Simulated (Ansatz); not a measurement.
`FC(F)([SiH3])[SiH3]` → `FC(F)[SiH3]` + `[SiH2]`  (silylene formation by 1,1-elimination)

Isolated molecules relaxed with PBE0-D4/def2-TZVP in Ansatz; ΔE leaves out vibrations. CBS: MP2 limit from def2 TZ/QZ plus the TZ coupled-cluster correction, frozen cores. This one scheme is used for every species. Functionals use def2-TZVPP. HSE06 is defined as in plane-wave codes.

(1) Is it downhill or uphill in electronic energy at CCSD(T)/CBS, and by how much? (Best estimate.)

(2) What do these levels give: PBE-D4, PBE0-D4, revPBE, HSE06, CCSD(T)/def2-SVP, HF/CBS(def2)? (An estimate is asked.)

Largest T1 diagnostic among the species: 0.014.

## Answers

(1) Computed: Uphill: ΔE = +2.15 eV.

(2) The calculation gave: PBE-D4 2.24, PBE0-D4 2.27, revPBE 1.97, HSE06 2.18, CCSD(T)/def2-SVP 1.98, HF/CBS(def2) 1.84 eV.

The D4 term adds +0.16 eV with B3LYP and +0.09 eV with PBE0; it sums over pairs of atoms, weighted by their polarisabilities, and B3LYP, whose exchange is more repulsive, gets the larger term. From r2SCAN to r2SCAN0 (25 % exact exchange), in def2-TZVPP and without D4, ΔE moves by −0.03 eV. In def2-TZVPP, CCSD(T) changes the Hartree–Fock value by +0.22 eV (the triples alone add +0.07 eV) and MP2 by +0.40 eV.

B3LYP here is the variant with VWN-RPA as its local correlation; programs differ in this.
